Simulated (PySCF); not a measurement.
## Polarisability and C₆ of Ir⁺ (iridium, charge +1)

[Xe] 4f14 5d7 6s1, high-spin 5F determinant. Calculation: PySCF 2.14, in aug-cc-pVTZ-PP with one added diffuse shell each of s, p, d, f, g type with ECP60MDF (7s7p6d4f3g, 113 functions); a scalar-relativistic core potential. Coupled (time-dependent) response in atomic units; α is the mean over directions.

```csv
method,mean α (bohr³),C₆ (like pair),S(−4)
PBE0,25.42,206.2,245.6
```

S(−4) is the Cauchy moment in α(ω) = α(0) + S(−4) ω² + …

Spin-orbit coupling is absent.

α(iu) at PBE0:

```csv
u (hartree),α(iu) (bohr³)
0,25.42
0.0500,24.83
0.100,23.27
0.200,19.07
0.300,15.32
0.500,10.48
0.750,7.284
1.00,5.448
1.50,3.432
2.00,2.368
3.00,1.314
5.00,0.5650
```

For an ion, C₆ is the dispersion term alone; charge-induced terms of lower order in 1/R come first.

Energies and moments cover only the electrons outside the core potential. Spin-orbit coupling, absent here, splits the open shell strongly.
